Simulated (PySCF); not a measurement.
C9H12.
Bonds: C1–C2, C2–C3, C3–C4, C4–C5 (aromatic), C5–C6 (aromatic), C6–C7 (aromatic), C7–C8 (aromatic), C8–C9 (aromatic), C4–C9 (aromatic). Hydrogens: H10, H11, H12 on C1; H13, H14 on C2; H15, H16 on C3; H17 on C5; H18 on C6; H19 on C7; H20 on C8; H21 on C9.

The same species was optimised twice, with GFN2-xTB and with PBE0-D3(BJ)/def2-SVP (PySCF), and the same property calculations (PySCF, gas phase) were run on both structures.

```json
{"coordinate": "C4–C9 (Å)", "GFN2-xTB": "1.390", "PBE0-D3(BJ)/def2-SVP": "1.401", "change": "+0.011"}
{"coordinate": "C4–C5 (Å)", "GFN2-xTB": "1.389", "PBE0-D3(BJ)/def2-SVP": "1.399", "change": "+0.010"}
{"coordinate": "C5–C6 (Å)", "GFN2-xTB": "1.384", "PBE0-D3(BJ)/def2-SVP": "1.394", "change": "+0.010"}
{"coordinate": "C7–C8 (Å)", "GFN2-xTB": "1.385", "PBE0-D3(BJ)/def2-SVP": "1.395", "change": "+0.010"}
{"coordinate": "C8–C9 (Å)", "GFN2-xTB": "1.383", "PBE0-D3(BJ)/def2-SVP": "1.393", "change": "+0.010"}
{"coordinate": "C6–C7 (Å)", "GFN2-xTB": "1.384", "PBE0-D3(BJ)/def2-SVP": "1.393", "change": "+0.009"}
{"coordinate": "C3–C4 (Å)", "GFN2-xTB": "1.502", "PBE0-D3(BJ)/def2-SVP": "1.505", "change": "+0.003"}
{"coordinate": "C1–C2 (Å)", "GFN2-xTB": "1.523", "PBE0-D3(BJ)/def2-SVP": "1.520", "change": "-0.003"}
{"coordinate": "C2–C3 (Å)", "GFN2-xTB": "1.535", "PBE0-D3(BJ)/def2-SVP": "1.533", "change": "-0.002"}
{"coordinate": "C2–C3–C4 (°)", "GFN2-xTB": "111.2", "PBE0-D3(BJ)/def2-SVP": "113.4", "change": "+2.2"}
{"coordinate": "C1–C2–C3 (°)", "GFN2-xTB": "112.3", "PBE0-D3(BJ)/def2-SVP": "113.9", "change": "+1.6"}
{"coordinate": "C5–C4–C9 (°)", "GFN2-xTB": "118.6", "PBE0-D3(BJ)/def2-SVP": "118.1", "change": "-0.5"}
{"coordinate": "C3–C4–C9 (°)", "GFN2-xTB": "120.1", "PBE0-D3(BJ)/def2-SVP": "120.5", "change": "+0.4"}
{"coordinate": "C4–C5–C6 (°)", "GFN2-xTB": "120.7", "PBE0-D3(BJ)/def2-SVP": "121.1", "change": "+0.4"}
{"coordinate": "C4–C9–C8 (°)", "GFN2-xTB": "120.8", "PBE0-D3(BJ)/def2-SVP": "121.1", "change": "+0.3"}
{"coordinate": "C6–C7–C8 (°)", "GFN2-xTB": "119.6", "PBE0-D3(BJ)/def2-SVP": "119.5", "change": "-0.1"}
{"coordinate": "C3–C4–C5 (°)", "GFN2-xTB": "121.2", "PBE0-D3(BJ)/def2-SVP": "121.3", "change": "+0.1"}
{"coordinate": "C1–C2–C3–C4 (°)", "GFN2-xTB": "-67", "PBE0-D3(BJ)/def2-SVP": "-63", "change": "+4"}
{"coordinate": "C2–C3–C4–C5 (°)", "GFN2-xTB": "97", "PBE0-D3(BJ)/def2-SVP": "100", "change": "+3"}
```

Rotational constants: A = 3296, B = 1096, C = 966.0 MHz (GFN2-xTB) against A = 3262, B = 1064, C = 950.7 MHz (PBE0-D3(BJ)/def2-SVP). Point groups within 0.08 Å: C1 and C1.

On the GFN2-xTB structure: HOMO (eV) -7.00 [PBE0/pcSseg-1]; LUMO (eV) -0.12 [PBE0/pcSseg-1]; dipole (D) 0.40 [PBE0/pcSseg-1]; GIAO shielding of C1 (ppm) 172.9 [PBE0/pcSseg-1]; GIAO shielding of C2 (ppm) 156.9 [PBE0/pcSseg-1]; GIAO shielding of C3 (ppm) 144.9 [PBE0/pcSseg-1]; GIAO shielding of C4 (ppm) 38.7 [PBE0/pcSseg-1]; GIAO shielding of C5/C9 (mean) (ppm) 52.1 [PBE0/pcSseg-1]; GIAO shielding of C6/C8 (mean) (ppm) 53.1 [PBE0/pcSseg-1]; GIAO shielding of C7 (ppm) 55.7 [PBE0/pcSseg-1].

Question: What do these properties become on the PBE0-D3(BJ)/def2-SVP structure?

Answer: 
```tsv
property	level	on GFN2-xTB	on PBE0-D3(BJ)/def2-SVP	change
HOMO (eV)	PBE0/pcSseg-1	-7.00	-6.99	+0.01
LUMO (eV)	PBE0/pcSseg-1	-0.12	-0.19	-0.07
dipole (D)	PBE0/pcSseg-1	0.40	0.40	0.00
energy, GFN2-xTB geometry as zero (kcal/mol)	PBE0/pcSseg-1	0.0	-0.7	-0.7
GIAO shielding of C1 (ppm)	PBE0/pcSseg-1	172.9	170.9	-2.0
GIAO shielding of C2 (ppm)	PBE0/pcSseg-1	156.9	156.2	-0.7
GIAO shielding of C3 (ppm)	PBE0/pcSseg-1	144.9	144.1	-0.8
GIAO shielding of C4 (ppm)	PBE0/pcSseg-1	38.7	37.0	-1.7
GIAO shielding of C5/C9 (mean) (ppm)	PBE0/pcSseg-1	52.1	49.3	-2.8
GIAO shielding of C6/C8 (mean) (ppm)	PBE0/pcSseg-1	53.1	50.6	-2.5
GIAO shielding of C7 (ppm)	PBE0/pcSseg-1	55.7	52.9	-2.8
```

The heavy atoms differ by 0.051 Å rms after alignment. Among bonds between heavy atoms C4–C5, C4–C9, C5–C6, C7–C8 and C8–C9 change most and about equally (+0.010 to +0.011 Å). Changes are differences of the printed values. Neither structure is proved a minimum here.

Conformer computed: `[CH3:1][CH2:2][CH2:3][c:4]1[cH:5][cH:6][cH:7][cH:8][cH:9]1`: C1–C2–C3–C4 -63°, C2–C3–C4–C5 100°.
